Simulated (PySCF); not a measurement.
F2HOS, SMILES [OH+]=S(F)F, charge +1. Atoms are numbered in the order given.

```xyz
5

O      1.4165     0.1661     0.0000
S      0.0097    -0.4638     0.0000
F     -0.7235     0.2745    -1.1688
F     -0.7235     0.2745     1.1688
H      1.5349     1.1501     0.0000
```
Charge +1, spin multiplicity 1.

Geometry optimised at B3LYP-D3(BJ)/def2-SVP. The isomer is the one that the SMILES or the coordinates give; other isomers of the formula were not compared.

These are B3LYP-D3(BJ)/def2-SVP (PySCF) values and carry that method's errors.

Frequencies are harmonic and unscaled.

```csv
mode,ν (cm⁻¹),IR (km/mol),Raman (Å⁴/amu),depolarisation,moving atoms (share of kinetic energy)
1,308,29.5,3.2,0.75,"H 39 %, F 35 %, O 18 %, S 8 %"
2,373,24.9,1.7,0.73,"F 74 %, O 13 %, S 11 %"
3,475,55.7,3.0,0.52,"F 43 %, S 28 %, O 16 %, H 13 %"
4,477,172.5,1.1,0.75,"H 55 %, O 31 %, F 11 %"
5,875,60.1,8.1,0.06,"F 38 %, H 24 %, O 24 %, S 14 %"
6,903,182.0,5.1,0.75,"F 58 %, S 41 %"
7,947,317.1,2.0,0.37,"S 34 %, O 25 %, F 24 %, H 16 %"
8,1096,26.5,8.0,0.32,"H 42 %, S 29 %, O 28 %"
9,3538,408.3,65.5,0.31,H 94 %
```
